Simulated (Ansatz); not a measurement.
C7H9FeO4P (`C[P+](C)(C)[Fe-5]([C]#[O+])([C]#[O+])([C]#[O+])[C]#[O+]`), 22 atoms. Charge 0, multiplicity 1. Correlated methods include outer-core shells of Fe, which these sets cover unevenly. Scalar relativity is left out up to krypton. Hardware: A = 11 threads of an AMD EPYC 7R13 on a shared host and a whole NVIDIA H100 80 GB; B = 11 threads of an AMD EPYC 7R13 on a shared host. Correlated methods freeze the cores.

Give the basis size and wall time and peak host memory of each of these runs in Ansatz. RKS PBE0-D4/def2-QZVPP energy [A]; RKS r2SCAN-D4/def2-TZVPP energy and forces [A]; RKS PBE-QIDH (frozen core)/def2-TZVPP energy [A]; RKS B2PLYP (frozen core)/def2-TZVPP energy [A]; RKS ωB97M-V/def2-QZVPP energy [A]; RHF-MP2/def2-QZVPP energy [A]; RHF-CCSD(T)/def2-SVP energy [A]; direct RPA on PBE orbitals/def2-TZVPP energy [A]; RKS ωB97M-V/def2-SVP energy [B]; RHF-CCSD(T)/def2-TZVPP energy [A]; RKS PBE0-D4/def2-SVP energy [B]; RKS PBE0-D4/def2-TZVP relaxation (38 steps) [A]. (Estimate.)

Ansatz gave: Other jobs shared the machine, so times are rough.

```tsv
level	job	functions	wall time	peak host memory (GiB)
RKS r2SCAN-D4/def2-TZVPP	energy and forces [A]	573	2.7 s	1.2
RKS PBE0-D4/def2-QZVPP	energy [A]	1067	4 s	1.7
RKS PBE0-D4/def2-SVP	energy [B]	248	4.1 s	1.7
direct RPA on PBE orbitals/def2-TZVPP	energy [A]	573	4.8 s	3.6
RKS PBE-QIDH (frozen core)/def2-TZVPP	energy [A]	573	4.9 s	3.6
RKS B2PLYP (frozen core)/def2-TZVPP	energy [A]	573	5.5 s	3.6
RKS ωB97M-V/def2-QZVPP	energy [A]	1067	7 s	1.9
RHF-CCSD(T)/def2-SVP	energy [A]	248	8 s	1.5
RKS ωB97M-V/def2-SVP	energy [B]	248	9 s	2.1
RHF-MP2/def2-QZVPP	energy [A]	1067	9.5 s	1.9
RKS PBE0-D4/def2-TZVP	relaxation (38 steps) [A]	477	57 s	1.4
RHF-CCSD(T)/def2-TZVPP	energy [A]	573	110 s	6
```
